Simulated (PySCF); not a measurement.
**`InChI=1S/C3H10BOPSi/c1-5-2-3(7)6(2)4/h6H,1,4,7H3`**

Cartesian coordinates in Å; atom numbers follow the order of the lines, from 1:
```xyz
17

B     0.030    2.562    0.076
P    -0.156    0.804    0.900
C    -1.028   -0.690    0.264
Si   -2.652   -1.564   -0.039
C     0.280   -0.721    0.035
O     1.258   -1.403   -0.520
C     2.522   -0.757   -0.541
H    -0.788    3.259    0.578
H     1.149    2.880    0.330
H    -0.164    2.315   -1.073
H     0.114    0.477    2.252
H    -3.460   -0.754   -0.948
H    -2.328   -2.865   -0.623
H    -3.325   -1.720    1.251
H     3.251   -1.516   -0.819
H     2.766   -0.346    0.443
H     2.525    0.051   -1.277
```

Computed, not measured: GIAO B3LYP/pcSseg-1 magnetisability, rotational g tensor and spin-rotation constants, non-relativistic, gas phase in PySCF. Geometry: GFN2-xTB.

(1) Give the nuclear spin-rotation constants along the inertial axes (H = +C I·J) beside the isotropic shieldings.

(2) How do the rotational constants and the g tensor change when H8, H9, H10, H11, H12, H13, H14, H15, H16, H17 are replaced by deuterium?

Results:

(1) Rotational constants 1.9986, 1.2192, 0.8225 GHz. A star marks the isotopologue with that one atom substituted, in its own axes.
| atom | isotope | Caa (kHz) | Cbb (kHz) | Ccc (kHz) | mean (kHz) | σ (ppm) |
| --- | --- | --- | --- | --- | --- | --- |
| B1 | 11B | 0.287 | 0.174 | 0.082 | 0.181 | 138.7 |
| P2 | 31P | 3.155 | 1.924 | 0.363 | 1.814 | 474.3 |
| H8 | 1H | -0.171 | 0.019 | -0.080 | -0.077 | 30.3 |
| H9 | 1H | 0.043 | -0.119 | -0.076 | -0.051 | 30.2 |
| H10 | 1H | -0.201 | -0.099 | -0.005 | -0.102 | 31.2 |
| H11 | 1H | -0.179 | -0.110 | 0.018 | -0.090 | 27.4 |
| H12 | 1H | -0.163 | -0.074 | -0.002 | -0.080 | 27.5 |
| H13 | 1H | -0.181 | 0.049 | -0.075 | -0.069 | 27.4 |
| H14 | 1H | -0.112 | -0.100 | -0.006 | -0.073 | 27.6 |
| H15 | 1H | -0.190 | 0.055 | -0.088 | -0.074 | 27.5 |
| H16 | 1H | -0.162 | -0.081 | -0.009 | -0.084 | 27.6 |
| H17 | 1H | -0.178 | -0.091 | 0.008 | -0.087 | 27.5 |
| C3 | 13C* | 0.627 | 0.394 | 0.093 | 0.371 | 98.2 |
| Si4 | 29Si* | -1.048 | -0.657 | -0.450 | -0.718 | 426.3 |
| C5 | 13C* | 0.608 | 0.718 | 0.223 | 0.516 | 6.5 |
| O6 | 17O* | -0.530 | -0.149 | -0.041 | -0.240 | 217.3 |
| C7 | 13C* | 0.283 | 0.306 | 0.213 | 0.267 | 117.0 |

For the geometry as given, no vibrational averaging.

(2) Constants 1.6846, 1.0355, 0.7105 GHz; g -0.0266, -0.0152, -0.0070, against -0.0319, -0.0181, -0.0080 before.
